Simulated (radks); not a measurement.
The tungsten ion W49+, configuration [Ar] 3d7. Method: scalar-relativistic Kohn-Sham, BLYP, spin-polarised, spherical densities, finite nucleus; open shells are filled with parallel spins first (spin-orbit coupling, left out, can overturn this in heavy ions); Fermi nuclear charge, rms radius 5.3658 fm; computed with a radial shooting solver on a logarithmic mesh with Libxc functionals.

Radial electron density D(r) = 4 pi r^2 rho(r):

r (bohr),D(r) (e/bohr),spin D(r)
0.002236,24.71,-0.000780
0.002775,32.80,-0.00103
0.003472,43.10,-0.00133
0.004309,54.72,-0.00166
0.005348,67.45,-0.00200
0.006637,80.17,-0.00227
0.008237,91.24,-0.00233
0.01022,98.66,-0.00178
0.01269,100.8,0.000445
0.01587,97.54,0.00801
0.0197,91.70,0.0300
0.02445,88.67,0.0924
0.03035,94.04,0.259
0.03766,108.8,0.670
0.04674,125.4,1.59
0.05801,130.6,3.44
0.07258,116.2,6.78
0.09007,93.95,11.4
0.1118,84.41,16.1
0.1387,91.97,18.8
0.1722,94.42,17.2
0.2137,72.09,11.7
0.2652,36.39,5.56
0.3318,10.55,1.60
0.4118,1.735,0.274
0.5111,0.1390,0.0239
0.6344,0.004776,0.000917

D(r) has 3 maxima, at r = 0.0124, 0.0553, 0.160 bohr, and minima at 0.0243, 0.111 bohr, inside which lie 1.93, 11.21 electrons.
